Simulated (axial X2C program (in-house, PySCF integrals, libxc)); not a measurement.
**Correcting the dissociation energy of CsSe for spin–orbit coupling**

A spin-free CCSD(T) curve (one-electron X2C) was computed with an in-house all-electron X2C program for linear molecules (integrals from PySCF), basis Cs dyall-cv3z [15s15p9d4f1g], Se dyall-cv3z [8s9p6d4f1g] (cores contracted in-house), for the state M_S = 1/2, Λ = 1 (beyond evenly filled blocks: π+α, π+β, π-α). It gives D0 = 2.369 eV to Cs + Se, which in a spin-free picture are the weighted means of the ground terms.

Correlated methods: 15 electrons correlated (number of frozen shells: Cs 4 s, 3 p, 2 d; Se 3 s, 2 p, 1 d), 311 virtual spin orbitals or spinors in MP2, 90 natural virtuals in coupled cluster.

Measured levels of the ground terms (NIST Handbook of Basic Atomic Spectroscopic Data), in cm⁻¹: Cs 2S: J = 1/2 at 0; Se 3P: J = 2 at 0, J = 1 at 1989.5, J = 0 at 2534.4.

The two components of the molecular doublet are 1150 cm⁻¹ apart in the PBE0 2c search (Ω = 3/2 lower), so the lower one lies 575 cm⁻¹ under their mean.

Q: How far does each ground level lie under the (2J+1)-weighted mean of its term?

A: Cs: a single level, 0; Se: (5 × 0 + 3 × 1989.5 + 1 × 2534.4)/9 = 945 cm⁻¹.

Q: Correct D0.

A: D0 = 2.369 + (575 − 945)/8065.5 = 2.323 eV at CCSD(T) with these spin–orbit terms. The direct two-component run gives 2.340 eV; the difference holds second-order terms in the molecule, scalar two-electron terms, the gap between measured and computed atomic splittings (a 2c atom can miss part of its lowering) and, in coupled cluster, the truncation of each run.

Second-order spin–orbit effects in the molecule, which grow quickly with Z, are left out. Occupations by symmetry block were frozen at the best pattern of an incomplete PBE0 search. Dissociation energies refer to the lowest single-determinant-based atoms at the same level and basis. CCSD and (T) use frozen natural virtuals with an MP2 correction for the truncation; (T) itself is uncorrected, so its De runs slightly low. Other states lie close and PBE0, whose exact exchange favours high spin, may order them wrongly; the determinant shown need not be the ground state. The nearest other spin-free determinant of the search, M_S = 1/2, Λ = 0, lies 0.13 eV up at the distance of the search.
